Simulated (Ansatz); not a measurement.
Molecule: ZnS, charge 0, multiplicity 1. SMILES: [S]=[Zn]
Structure (B3LYP-D3(BJ)/def2-TZVP (Ansatz, a quantum-chemistry and plane-wave program) minimum search):
```
Zn
S 1 2.0782
```
Charge 0, spin multiplicity 1.

Wanted: vertical electron affinity to the doublet, in eV. Terms: frozen cores in correlated levels (noble-gas shells and the d and f shells of earlier blocks); each state is the SCF solution reached for its charge and spin; non-relativistic; UHF or UKS for open shells; no spin-orbit coupling; 6-31G* and kin with 6d, 5d where marked. Ab initio and DFT rows: single points at B3LYP-D3(BJ) geometries (Ansatz). The Hartree-Fock reference of [S]=[Zn] is unstable towards a lower, spin-broken solution.

| species | coefficient | E at MP2/6-31G* (Ansatz), Eh | E at B3LYP/def2-TZVPD (Ansatz), Eh |
|---|---|---|---|
| charge -1, doublet | -1 | -2175.40054 | -2177.71745 |
| charge 0, singlet | +1 | -2175.34026 | -2177.63133 |

 1 Eh = 27.2114 eV.

Q: Compute it at each level from the table.

A: 
- MP2/6-31G*: the sum of coefficient times E is 0.06028 Eh, or 1.640 eV. Result: 1.64 eV.
- B3LYP/def2-TZVPD: the sum of coefficient times E is 0.08612 Eh, or 2.343 eV. Result: 2.34 eV.
